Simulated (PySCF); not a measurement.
C (carbon, neutral): UHF calculation

Configuration: [He] 2s2 2p1 3s1, high-spin 3P determinant (an excited configuration). All numbers are calculated (PySCF 2.14, no relativity, point nucleus, in dyall-acv3z).

| Item | Value |
| --- | --- |
| Total energy | -37.421105 hartree |
| One-electron energy | -48.7848 hartree |
| Hartree (Coulomb) energy | 16.2086 hartree |
| Exchange energy | -4.8449 hartree |
| Kinetic energy | 37.47129 hartree |
| ⟨S²⟩ | 2.0066 |
| ⟨L²⟩ | 2.022 |
| Sum of ⟨r⟩ | 10.13 bohr |
| Sum of ⟨r²⟩ | 37.29 bohr² |
| Traceless quadrupole moment −½Σ⟨3z² − r²⟩ along its main axis | -0.637 e·bohr² |
| Density at the nucleus (Gaussians lack the cusp) | 127 bohr⁻³ |
| Spin density at the nucleus | 0.334 bohr⁻³ |
| Langevin diamagnetic susceptibility | -29.5 ×10⁻⁶ cm³/mol |

```csv
shell,electrons,mean orbital energy (hartree),"rms radius, mean of both spins (bohr)"
1s α,1,-11.69070,0.311
1s β,1,-11.65658,0.311
2s α,1,-1.01654,1.61
2s β,1,-0.86983,1.61
2p α,1,-0.69911,1.66
3s α,1,-0.12462,5.40
```

The outer electron is Rydberg-like, and this basis confines it to a smaller radius and binds it less than a complete one would.

Spin-orbit constants ζ (cm⁻¹) from the X2C one-electron operator on these orbitals (non-relativistic here): bare nucleus, nucleus screened by l(l+1)(2l+1)/3 electrons, and screened by the Breit-Pauli mean field of the electrons.

```json
{"shell": "2p", "bare": "76.58", "screened nucleus": "51.05", "mean field": "41.39"}
```

To first order the Landé constant is A = 20.70 cm⁻¹, so the lowest level has J = 0 and lies 0.00513 eV below the centre of the term. This holds in LS coupling only.
